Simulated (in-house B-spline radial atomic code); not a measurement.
Successive ionisation energies of iodine; each step leads to the configuration of the next row (after the last: [Ar] 3d10). Dirac energy differences include first-order Breit, QED and recoil terms. NIST's values go from ground level to ground level; the uncertainty of those that are theory runs from under 0.1 % in few-electron ions to several per cent in heavy many-electron ones. Computed with an all-electron radial atomic-structure program (B-spline basis): Dirac-Hartree-Fock, average of the configuration, finite nuclei.

```tsv
ion	configuration	ionisation energy (eV)	tabulated value (eV)	tabulated kind	computed minus tabulated (eV)	highest orbital	largest mean radius (bohr)
I9+	[Kr] 4d8	198.6	197	tabulated theory	1.6	4d5/2	0.86131
I10+	[Kr] 4d7	224.0	220.9	tabulated theory	3.1	4d5/2	0.84463
I11+	[Kr] 4d6	?	?	tabulated theory	?	?	?
I12+	[Kr] 4d5	277.0	279	tabulated theory	-2.0	4d5/2	0.8141
I13+	[Kr] 4d4	304.7	307	tabulated theory	-2.3	4d5/2	0.80003
I14+	[Kr] 4d3	333.0	335	tabulated theory	-2.0	4d5/2	0.78664
I15+	[Kr] 4d2	?	?	tabulated theory	?	?	?
I16+	[Kr] 4d1	391.7	393	tabulated theory	-1.3	4d5/2	0.76161
I17+	[Ar] 3d10 4s2 4p6	509.2	505	tabulated theory	4.2	4p3/2	0.71909
I18+	[Ar] 3d10 4s2 4p5	540.9	535	tabulated theory	5.9	4p3/2	0.71096
I19+	[Ar] 3d10 4s2 4p4	573.2	569	tabulated theory	4.2	4p3/2	0.70352
I20+	[Ar] 3d10 4s2 4p3	606.0	601	tabulated theory	5.0	4p3/2	0.69629
I21+	[Ar] 3d10 4s2 4p2	?	?	tabulated theory	?	?	?
I22+	[Ar] 3d10 4s2 4p1	673.1	683	tabulated theory	-9.9	4p3/2	0.68242
I23+	[Ar] 3d10 4s2	762.3	762	tabulated theory	0.3	4s1/2	0.65362
I24+	[Ar] 3d10 4s1	799.4	800.8	semi-empirical	-1.4	4s1/2	0.64762
```

Q: Fill in the row of I11+.

A: ionisation energy (eV): 250.1; tabulated value (eV): 247; computed minus tabulated (eV): 3.1; highest orbital: 4d5/2; largest mean radius (bohr): 0.82893.

Q: Fill in the row of I15+.

A: ionisation energy (eV): 362.0; tabulated value (eV): 365; computed minus tabulated (eV): -3.0; highest orbital: 4d5/2; largest mean radius (bohr): 0.77385.

Q: Fill in the row of I21+.

A: ionisation energy (eV): 639.3; tabulated value (eV): 649; computed minus tabulated (eV): -9.7; highest orbital: 4p3/2; largest mean radius (bohr): 0.68926.

Where a p, d or f electron is removed, the computed value is a mean over both j, so it misses the tabulated one by a part of the spin-orbit splitting; averaging over terms and missing correlation add to the gap, relatively most at low charge.
